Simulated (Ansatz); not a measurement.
One change: `[CH3][Sn]([F])([F])[SH]` becomes `[CH3][Sn]([F])([F])[Cl]`.

Ansatz, PBE0-D4/def2-TZVP geometries, multiplicity 1. Each molecule was computed in one conformer, which needn't be the lowest.

Elements past krypton have def2 core potentials.

```csv
property,`[CH3][Sn]([F])([F])[SH]`
size of the dipole moment (ωB97M-V/def2-TZVPP) / D,3.26
HOMO–LUMO gap (PBE0/def2-TZVPP) / eV,6.65
HOMO energy (B3LYP/def2-TZVPP) / eV,-7.87
LUMO energy (PBE0/def2-TZVPP) / eV,-1.48
size of the dipole moment (B3LYP/def2-TZVPP) / D,3.29
LUMO energy (B3LYP/def2-TZVPP) / eV,-1.81
```

Task: Give the same properties after the change, and the shifts. (An estimate is asked.)

Result: Computed: 
```
                                          property  `[CH3][Sn]([F])([F])[Cl]`  shift
size of the dipole moment (ωB97M-V/def2-TZVPP) / D                       4.18   0.92
              HOMO–LUMO gap (PBE0/def2-TZVPP) / eV                       7.68   1.03
               HOMO energy (B3LYP/def2-TZVPP) / eV                      -9.23  -1.36
                LUMO energy (PBE0/def2-TZVPP) / eV                      -1.83  -0.35
  size of the dipole moment (B3LYP/def2-TZVPP) / D                       4.22   0.93
               LUMO energy (B3LYP/def2-TZVPP) / eV                      -2.18  -0.37
```

With PBE0 the HOMO falls by 1.37 eV and the LUMO falls by 0.35 eV, so the gap widens by about 1.02 eV. PBE moves the HOMO by -1.25 eV and ωB97M-V by -1.38 eV. Dipoles are sizes alone; their direction can turn.

B3LYP here is the variant with VWN-RPA as its local correlation; programs differ in this.
